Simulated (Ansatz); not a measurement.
`C[CH2][AlH][SH]` + H₂ → `[AlH2][SH]` + ethane at 700 K and 1 bar (hydrogenolysis of the Al–C bond).

Program: Ansatz. Geometries: PBE0-D4/def2-TZVP. ΔE: electronic, gas phase. CCSD(T)/CBS is the MP2 limit (def2-TZVPP, def2-QZVPP) plus CCSD(T) − MP2 in def2-TZVPP, frozen cores. This one scheme is used for every species. One conformer a species, not always the lowest.

```json
{"species": "`C[CH2][AlH][SH]`", "CCSD(T)/CBS energy (Eh)": "-720.15155", "H − E (kJ/mol)": "290.9", "S (J/(mol·K))": "462.5"}
{"species": "H₂", "CCSD(T)/CBS energy (Eh)": "-1.17544", "H − E (kJ/mol)": "46.8", "S (J/(mol·K))": "155.3"}
{"species": "`[AlH2][SH]`", "CCSD(T)/CBS energy (Eh)": "-641.61836", "H − E (kJ/mol)": "102.7", "S (J/(mol·K))": "330.6"}
{"species": "`CC`", "CCSD(T)/CBS energy (Eh)": "-79.71954", "H − E (kJ/mol)": "238.1", "S (J/(mol·K))": "289.3"}
```

H − E and S are ideal-gas, rigid-rotor, harmonic terms from PBE0-D4/def2-TZVP, for one conformer and one mirror image of each species. The MP2-based limit puts H₂ 0.8 mEh under its directly extrapolated value; such offsets cancel only in part. 1 Eh = 2625.50 kJ/mol, R = 8.31446 J/(mol·K).

By hand: ΔE, ΔH, ΔS and ΔG.

ΔE = (-641.61836) + (-79.71954) − (-720.15155) − (-1.17544) = -0.01091 Eh = -28.6 kJ/mol. Δ(H − E) = 102.7 + 238.1 − 290.9 − 46.8 = 3.1, so ΔH = -25.5 kJ/mol. ΔS = 330.6 + 289.3 − 462.5 − 155.3 = 2.1 J/(mol·K). ΔG = -25.5 − 700 × (2.1)/1000 = -27.0 kJ/mol.

By hand: the equilibrium constant, and the temperature at which ΔG would vanish if ΔH and ΔS stayed fixed.

log₁₀ K = −ΔG/(RT ln 10) = 2.0. ΔH and −TΔS have one sign here, so there is no such temperature. One of them is within its doubt of zero, so this could turn.

The number of gas molecules stays the same, so ΔS is small and ΔH decides. A doubt of 5 kJ/mol in ΔE shifts log₁₀ K by 0.4 here. Other conformers and mirror images would add mixing entropy, several J/(mol·K) or more a flexible species. These are equilibria of isolated gas molecules and say nothing of rates. Largest T1 diagnostic: 0.011 (customary marks: 0.02 for closed shells, 0.045 for open ones).
